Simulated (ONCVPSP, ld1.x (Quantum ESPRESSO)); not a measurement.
**Potentials for Ge (Z = 32) compared**

Generated with ld1.x 7.5 (TM, RRKJ, ultrasoft, PAW), atompaw 4.2 or ONCVPSP 4.0.1. The cutoff is in Ry: for ld1.x and atompaw files where the sum of valence levels is converged to 10 mRy in a Bessel basis, for ONCV files where the hardest occupied wave has 1 mHa per electron of residual kinetic energy. The error is the largest all-electron minus pseudo excitation energy over each file’s own four to seven test configurations (ionisations up to +4, promotions, holes and added fractions of an electron), all of which were solved. The labels leave out finer settings (local radius, basis sizes, second energies), which also bear on the numbers. Spin-polarised tests are not counted. The rows are a selection from randomly drawn settings: files with unsolved tests, undetermined cutoffs or missed reference levels are left out.

A true bound ghost makes a file unfit for plane-wave use even where its test errors are small: the radial tests pick states by their node count and pass the ghost by.

| potential | cutoff (Ry) | largest error (meV) | bound ghosts |
| --- | --- | --- | --- |
| RRKJ, PBE, scalar-relativistic, rc 1.40/2.10/0.75 (spd), local s, core correction yes, reference 3d10 4s2 4p1.5 | 300 | -1079 | none |
| RRKJ, PBE, scalar-relativistic, rc 1.45/1.75/1.75 (spd), local p, core correction no, reference 4s2 4p1.75 | 30 | +51 | s, d |
| ONCV, PBE, scalar-relativistic, rc 0.95/0.95/0.80 (spd), local smoothed, core correction no, reference 3s2 3p6 3d10 4s2 4p0.5, qcut 11.7/12.6/21.9, projectors 2/2/2 | 335 | +1.3 | none |
| TM semilocal, revPBE, scalar-relativistic, rc 1.40/1.70/1.65 (spd), local p, core correction no, reference 4s2 4p2 | 35 | -78 | none |
| ONCV, PBE, scalar-relativistic, rc 1.80/2.30/0.85 (spd), local smoothed, core correction yes, reference 3d10 4s1.5 4p2.5, qcut 4.2/3/22.6, projectors 1/2/2 | 347 | -386 | s |

Problem. Fill in the row for Ge: ONCV, LDA (Perdew-Wang 92), scalar-relativistic, rc 1.75/1.90/1.60 (spd), local smoothed, core correction yes, reference 4s2, qcut 2.9/5.3/5.9, projectors 2/1/2.

Solution. cutoff 78 Ry, largest error +373 meV, bound ghosts: none.

Problem. Fill in the row for Ge: TM semilocal, PBE, scalar-relativistic, rc 1.25/1.45/1.20 (spd), local p, core correction no, reference 4s2 4p0.

Solution. cutoff 60 Ry, largest error +129 meV, bound ghosts: none.
